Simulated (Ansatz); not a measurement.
`C=[CH][Ga]([OH])[SiH3]` → 2 C• + Ga• + 7 H• + O• + Si•  (atomization)

Gas-phase electronic energies from Ansatz, PBE0-D4/def2-TZVP geometries. CCSD(T)/CBS adds triple-zeta CCSD(T) − MP2 to the extrapolated MP2 energy (def2 sets, frozen cores). This one scheme is used for every species, atoms too. For atomizations the MP2-based limit and the directly extrapolated one differ by several kJ/mol either way, and by 10 to 25 for some Ge, Se and Sn compounds, so smaller differences from it don't rank the levels. DFT in def2-TZVPP. No spin–orbit coupling; open shells (•) take unrestricted orbitals. Spin–orbit coupling would lower the free atoms: a little for C, O, Si; clearly for Ga. Bonds to Ga are less sure, by a few kJ/mol each and by 10 to 20 or more in all where they break to atoms, as the def2 sets lack core-valence functions. Scalar relativity is left out up to krypton. One conformer a species, not always the lowest.

(1) What is ΔE at CCSD(T)/CBS? (Estimate.)

(2) What do these levels give: PBE-D4, revPBE-D4, r2SCAN-D4, CAM-B3LYP-D4, ωB97M-V, B2PLYP, BLYP, CAM-B3LYP, CCSD/def2-SVP, MP2/def2-TZVPP, HF/def2-QZVPP, MP2/def2-QZVPP? (Best estimate.)

Largest T1 diagnostic among the species: 0.014.

Results:

(1) Computed: +1001.8 kcal/mol.

(2) The calculation gave: PBE-D4 1009.0, revPBE-D4 985.9, r2SCAN-D4 1000.5, CAM-B3LYP-D4 999.1, ωB97M-V 996.8, B2PLYP 986.2, BLYP 977.9, CAM-B3LYP 993.6, CCSD/def2-SVP 934.6, MP2/def2-TZVPP 990.0, HF/def2-QZVPP 731.5, MP2/def2-QZVPP 1003.7 kcal/mol.

At CCSD(T), def2-SVP lies −56.9 kcal/mol from the extrapolated value and def2-TZVPP −23.2 kcal/mol: correlation converges slowly with the basis, and small sets miss more of it in the bonded molecule than in its fragments. From BLYP to BHLYP (50 % exact exchange), in def2-TZVPP and without D4, ΔE moves by −16.9 kcal/mol: exact exchange takes away binding that semilocal exchange gives to molecules.
